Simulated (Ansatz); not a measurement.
In(PH3)H3 (InPH6), relaxed as a singlet with RKS B3LYP-D4/def2-TZVP in Ansatz, starting from the GFN2-xTB geometry. Force threshold 0.02 eV/Å.

In the def2 sets In takes a core potential; there is no spin–orbit coupling.

Start:

| atom | x (Å) | y (Å) | z (Å) |
| --- | --- | --- | --- |
| In1 | -0.187 | 0.856 | 1.313 |
| P2 | 0.125 | -0.628 | -0.966 |
| H3 | -0.294 | -1.943 | -1.052 |
| H4 | 1.387 | -0.873 | -1.473 |
| H5 | -0.419 | -0.251 | -2.180 |
| H6 | 0.630 | -0.229 | 2.322 |
| H7 | -1.878 | 0.851 | 1.303 |
| H8 | 0.635 | 2.217 | 0.734 |

Q: Estimate the energy that the relaxation releases and the steps that it takes.

A: 9.1 kJ/mol, in 4 steps; 3.7 s on 4 threads of Arm Neoverse V1 on a shared host. No frequencies were taken in this run, so the end may be a saddle point.

Q: Does the start keep its bonding?

A: By distances, no bond broke or formed. The bond that changes most is In1–P2, from 2.74 to 2.84 Å (atoms count from 1).

Q: Predict the relaxed structure.

A: 
```csv
atom,x (Å),y (Å),z (Å)
In1,-0.193,0.882,1.352
P2,0.138,-0.658,-1.011
H3,-0.317,-1.992,-1.053
H4,1.439,-0.893,-1.500
H5,-0.440,-0.229,-2.224
H6,0.652,-0.240,2.373
H7,-1.928,0.861,1.322
H8,0.651,2.270,0.741
```
Bond lengths: 1 × In–P 2.84 Å; 3 × H–In 1.74 Å; 3 × H–P 1.41 Å.
